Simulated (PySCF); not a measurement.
Compound: C6H8BNO2.
Bonds: N1–C2, C2–C3 (aromatic), C3–C4 (aromatic), C4–C5 (aromatic), C5–B6, B6–O7, B6–O8, C5–C9 (aromatic), C9–C10 (aromatic), C2–C10 (aromatic). Hydrogens: H11, H12 on N1; H13 on C3; H14 on C4; H15 on O7; H16 on O8; H17 on C9; H18 on C10.

Torsions of this conformer, `[NH2:1][c:2]1[cH:3][cH:4][c:5]([B:6]([OH:7])[OH:8])[cH:9][cH:10]1`: C4–C5–B6–O7 -1°, H–N1–C2–C3 -20°, H–N1–C2–C3 -162°, H–O7–B6–C5 180°, H–O8–B6–C5 179°.

The closed-shell ground state was solved at several levels (PySCF, density fitting, gas phase, non-relativistic). Isolated species at its PBE0-D3(BJ)/def2-SVP geometry (one conformer only).

| level | basis functions | HOMO (eV) | LUMO (eV) | gap (eV) | dipole (D) |
| --- | --- | --- | --- | --- | --- |
| B97-2/pcSseg-1 | 210 | -5.56 | -0.12 | 5.44 | 0.91 |
| PBE0/pcSseg-1 | 210 | -5.78 | -0.09 | 5.69 | 0.93 |

What might wB97X-D/def2-SVPD (270 basis functions) give for the same quantities?

HOMO -7.58 eV, LUMO 1.32 eV, gap 8.90 eV, dipole 0.85 D.

Over all these levels, which gives the widest orbital gap and which the narrowest?

wB97X-D/def2-SVPD (range-separated hybrid) has the widest, 8.90 eV, and B97-2/pcSseg-1 (global hybrid, 21 % exact exchange) the narrowest, 5.44 eV. Functional and basis both differ between the two, so the spread mixes both effects.

How far do the dipole and the HOMO energy spread over the levels?

The dipole runs from 0.85 to 0.93 D (mean 0.90 D) and the HOMO from -7.58 to -5.56 eV.
